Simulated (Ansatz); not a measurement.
Compare A (`[OH][GeH]([F])[SiH3]`) with its isomer B (`F[SiH2][O][GeH3]`).

Gas-phase electronic energies from Ansatz, PBE0-D4/def2-TZVP geometries. CCSD(T)/CBS is the MP2 limit (def2-TZVPP, def2-QZVPP) plus CCSD(T) − MP2 in def2-TZVPP, frozen cores. Functionals use def2-TZVPP. For Ge outer-core shells are correlated without core-valence functions, which leaves a few kJ/mol of doubt a bond. Scalar relativity is left out up to krypton. Each species was taken in one conformer, which may not be the lowest.

A:

Z-matrix (Å, degrees):
```
Ge
F 1 1.749
Si 1 2.381 2 108.2
O 1 1.770 2 106.7 3 114.7
H 1 1.543 2 103.8 3 -128.8
H 3 1.484 1 108.8 2 179.6
H 3 1.483 1 108.8 2 59.2
H 3 1.484 1 108.6 2 -61.1
H 4 0.960 1 113.4 2 67.5
```

B:

```xyz
9

F     0.3828    1.4740    1.8388
Si    0.7194    1.3455    0.2815
O    -0.3546    0.3860   -0.4473
Ge   -0.7812   -1.3439   -0.3954
H     0.6202    2.6962   -0.3084
H     2.0881    0.7794    0.2025
H     0.4751   -2.1329    0.0077
H    -1.2443   -1.6939   -1.8132
H    -1.9056   -1.5105    0.6339
```

(1) Which is lower in electronic energy at CCSD(T)/CBS, and by how much? (An estimate is asked.)

(2) Give E(B) − E(A) in kcal/mol with LDA (SPW92), CCSD(T)/def2-SVP, MP2/def2-TZVPP, PBE-D4, HF/def2-TZVPP, ωB97M-V, r2SCAN-D4. (Estimate.)

(3) Does the order hold for the free energy at 298.15 K (harmonic terms from PBE0-D4)? (An estimate is asked.)

Largest T1 diagnostic: 0.013.

Results:

(1) Computed: B, by 40.9 kcal/mol.

(2) Computed: LDA (SPW92) -35.7, CCSD(T)/def2-SVP -36.7, MP2/def2-TZVPP -42.2, PBE-D4 -32.9, HF/def2-TZVPP -46.5, ωB97M-V -40.2, r2SCAN-D4 -38.5. None reverses the order clearly.

(3) Computed: Yes: G(B) − G(A) = -41.7 kcal/mol, for one conformer each. Modes under 60 cm⁻¹, often nearly free rotors, make the harmonic entropy too high.

At CCSD(T), def2-SVP lies +4.2 kcal/mol from the extrapolated value and def2-TZVPP +0.3 kcal/mol. From PBE to PBE0 (25 % exact exchange), in def2-TZVPP and without D4, E(B) − E(A) moves by −3.2 kcal/mol.
